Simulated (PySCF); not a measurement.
C3HClF2. Atoms are numbered in the order given.

```xyz
7

F     -2.1648     0.1840     1.0814
C     -1.4390    -0.0283     0.0000
F     -2.1648     0.1840    -1.0814
C     -0.1885    -0.4087     0.0000
C      1.0641    -0.7770     0.0000
Cl     2.4092     0.3408     0.0000
H      1.3911    -1.8221     0.0000
```
Charge 0, spin multiplicity 1.

Geometry optimised at B3LYP-D3(BJ)/def2-SVP.

The numbers are results of PySCF with B3LYP/pcSseg-1, not measurements.

GIAO shieldings, no solvent; atoms alike by connectivity are averaged. δ = σ(ref) − σ: ¹⁹F against CFCl3 (σ = 161.7 ppm); ¹³C against TMS (σ = 181.3 ppm); ³⁵Cl against HCl (σ = 933.3 ppm); ¹H against TMS (σ = 31.68 ppm), references at their B3LYP-D3(BJ)/def2-TZVP geometries, non-relativistic (without spin–orbit terms, shifts of atoms bonded to Cl or Br come out too high).

Question: Estimate the chemical shifts. (An estimate is asked for; the answer gives what the named calculation found.)

Answer: 
```tsv
nucleus	atoms	count	δ (ppm)
¹⁹F	F1, F3	2	-89.8
¹³C	C4	1	187.4
¹³C	C2	1	165.0
¹³C	C5	1	123.2
³⁵Cl	Cl6	1	311.1
¹H	H7	1	7.23
```
